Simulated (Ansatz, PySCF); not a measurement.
Donor–acceptor adduct: BCl3 (SMILES ClB(Cl)Cl) (first 4 atoms) with C2H6O (SMILES COC); geometry from B3LYP-D3(BJ)/def2-TZVP.
(charge 0, multiplicity 1):
```tsv
atom	x (Å)	y (Å)	z (Å)
Cl	0.6805	-1.5124	0.8971
B	-0.1045	0.0906	1.3321
Cl	0.8459	1.5414	0.7679
Cl	-1.8636	0.1896	0.8607
C	-0.9188	-0.8073	3.6673
O	-0.0792	0.1516	2.9617
C	1.2284	0.2653	3.5940
H	-0.9837	-0.4744	4.6998
H	-0.4693	-1.7961	3.5942
H	-1.8899	-0.7875	3.1904
H	1.0576	0.5439	4.6305
H	1.7678	1.0408	3.0664
H	1.7455	-0.6897	3.5174
```

Interaction energies are E(AB) − E(A) − E(B) at the monomers' geometry in the complex; basis-set methods are counterpoise corrected. Rows marked so take none.

Rows in 6-31G* carry no dispersion term and start afresh at each structure (6-31G* with six Cartesian d functions).

Codes used: Ansatz (Gaussian basis) for Hartree–Fock, density functionals and correlated methods; PySCF for 6-31G* rows, the dispersion terms. Each number belongs to the level named beside it.

Task: Estimate the interaction energy that PBE-D4/def2-TZVPPD returns for this input.

Result: -35.1 kcal/mol

Ansatz is a program for electronic structure.
